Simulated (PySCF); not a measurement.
## Computed data sheet: `CC(=O)C#Cc1cccs1`

C₈H₆OS.
Bonds: C1–C2, C2–O3 (double), C2–C4, C4–C5 (triple), C5–C6, C6–C7 (aromatic), C7–C8 (aromatic), C8–C9 (aromatic), C9–S10 (aromatic), C6–S10 (aromatic). Hydrogens: H11, H12, H13 on C1; H14 on C7; H15 on C8; H16 on C9.

Among its groups: ketone, alkyne and aromatic ring with sulfur.

GFN2-xTB geometry:

| Property | Result |
| --- | --- |
| Point group of the GFN2-xTB geometry | Cs |
| Rotational constants A, B, C of the GFN2-xTB geometry | 3.507, 0.491, 0.432 GHz |

PBE0/pcSseg-1 ground state and GIAO shieldings, non-relativistic (PySCF):

| Quantity | Value |
| --- | --- |
| Dipole moment | 4.20 D |
| HOMO energy | -7.01 eV |
| LUMO energy | -2.21 eV |
| HOMO–LUMO gap | 4.80 eV |
| Lowest Hirshfeld atomic charge | -0.23 e on O3 |
| Highest Hirshfeld atomic charge | +0.16 e on C2 |
| 13C chemical shifts (computed TMS as zero) by class | 186.1 (C2), 145.5 (C7), 142.2 (C9), 132.3 (C8), 130.8 (C6), 103.1 (C4), 89.9 (C5), 35.9 (C1) ppm |
| 1H chemical shifts (computed TMS as zero) by class | 7.76 (H14), 7.42 (H16), 7.25 (H15), 2.41 (H11/H12/H13) ppm |
| Isotropic shieldings of nuclei other than C and H, by class | -356 (O3), 231 (S10) ppm |
| Mayer bond orders between heavy atoms | C1–C2 1.02, C2–O3 1.97, C2–C4 1.02, C4–C5 2.04, C5–C6 1.01, C6–C7 1.50, C7–C8 1.30, C8–C9 1.54, C9–S10 1.19, S10–C6 1.16 |

Monoisotopic mass (most abundant isotopes): 150.0139 u.

With B = h/(8π²I), that is 505.379 GHz u Å² over I, the principal moments of inertia are 144.1, 1029.7 and 1170.6 u Å² (most abundant isotopes). A dipole of 4.20 D is allowed in Cs, and pure rotational transitions are dipole-allowed. The rotational constants make it an asymmetric top with κ = (2B − A − C)/(A − C) = -0.96, nearer the prolate limit (−1). In atomic units the dipole is 1.65 e·bohr (1 au = 2.5417 D).

Geometry: GFN2-xTB; no solvent or vibrations. NMR classes are plain means over equivalent atoms (diastereotopic ones count apart unless rotation or inversion swaps them), as if these changed places fast; in this geometry the members of some classes differ.
